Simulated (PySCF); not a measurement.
Mg(iPr)(OSiH3), SMILES [O]([Mg][CH](C)C)[SiH3], GFN2-xTB optimised geometry.

```
16

Mg    -1.59    -1.96    -2.76
C     -3.14    -1.03    -3.84
C     -2.62     0.31    -4.32
C     -4.30    -0.85    -2.88
H     -3.46    -1.64    -4.69
H     -3.42     0.88    -4.79
H     -2.24     0.89    -3.47
H     -1.81     0.18    -5.04
H     -4.72    -1.82    -2.57
H     -5.10    -0.27    -3.35
H     -3.97    -0.31    -1.99
O     -1.01    -1.09    -1.31
Si    -0.49    -0.34     0.00
H      0.99    -0.34     0.00
H     -0.99    -1.05     1.20
H     -0.98     1.05     0.00
```

Density from PBE0/def2-TZVP (PySCF) at that geometry.

Minimum of the electron density along straight lines between bonded atoms, close to the bond critical point (lines longer than 1.1 times the sum of covalent radii, or with two minima, are not listed):

```csv
bond,length / Å,ρ at the minimum / e bohr⁻³,∇²ρ there / e bohr⁻⁵,position (fraction from the first atom)
Mg1–C2,2.104,…,0.23,0.42
C2–C3,1.515,0.248,-0.60,0.50
C2–C4,1.515,0.248,-0.60,0.50
C2–H5,1.093,0.275,-0.91,0.63
C3–H6,1.094,0.274,-0.92,0.64
C3–H7,1.093,0.277,-0.94,0.64
C3–H8,1.092,0.276,-0.93,0.63
C4–H9,1.092,0.276,-0.93,0.63
C4–H10,1.094,0.274,-0.92,0.64
C4–H11,1.092,0.277,-0.94,0.64
Mg1–O12,1.789,0.077,…,0.45
O12–Si13,1.593,…,1.06,0.59
Si13–H14,1.475,0.122,0.17,0.49
Si13–H15,1.476,0.122,0.17,0.49
Si13–H16,1.477,0.122,0.17,0.49
```

### Question
Complete the blanks.

### Answer

- Mg1–C2, ρ at the minimum / e bohr⁻³: 0.056
- Mg1–O12, ∇²ρ there / e bohr⁻⁵: 0.69
- O12–Si13, ρ at the minimum / e bohr⁻³: 0.154
